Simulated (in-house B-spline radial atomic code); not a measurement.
RPA correlation on BLYP: neutral lithium

Configuration [He] 2s1, highest spin, mean-field start BLYP. Computed with an all-electron radial atomic-structure program (B-spline basis): all electrons, non-relativistic, point nucleus, each spin shell either full or empty, empty states to l = 9 with an (l + 1/2)⁻⁴ tail; G0W0 by contour deformation at full frequency.

RPA overbinds a lone outer s electron by self-correlation, and G0W0 tends to as well.

The highest G0W0 level has too low a weight to be given.

Command:
```bash
python run_gw.py task.json out
```
Settings (radii: box in bohr, nucleus in fm):
```
Z                        3
electrons                3
configuration            [He] 2s1
hamiltonian              nr
method                   b88,lyp
lmax                     9
spin_polarised           True
box_radius               40
intervals                46
ion_configuration        1s2
```

Time taken, with all properties: 1.3 s on 1 thread of Arm Neoverse N1 (shared host).

Energies (hartree):

| term | value |
| --- | --- |
| mean-field total | -7.48267 |
| Hartree-Fock functional on these orbitals | -7.43011 |
| direct second order | -0.13338 |
| second-order exchange | 0.083134 |
| SOSEX correction | 0.067426 |

What is the RPA correlation energy, and what remains with SOSEX?

RPA gives -0.11281 hartree (-1.02 eV per electron); RPA + SOSEX gives -0.045383, and the second-order doubles -0.05025 hartree (no singles). SOSEX takes back 60 % of the RPA value.

What does it cost to remove one electron (to 1s2) by differences of total energies, each species on its own start (correlation terms add to the Hartree-Fock functional)?

BLYP 5.530 eV, Hartree-Fock functional 5.321 eV, + RPA 6.017 eV, + RPA + SOSEX 5.369 eV, + second order 5.383 eV. Tabulated: 5.392 eV (NIST, measured).
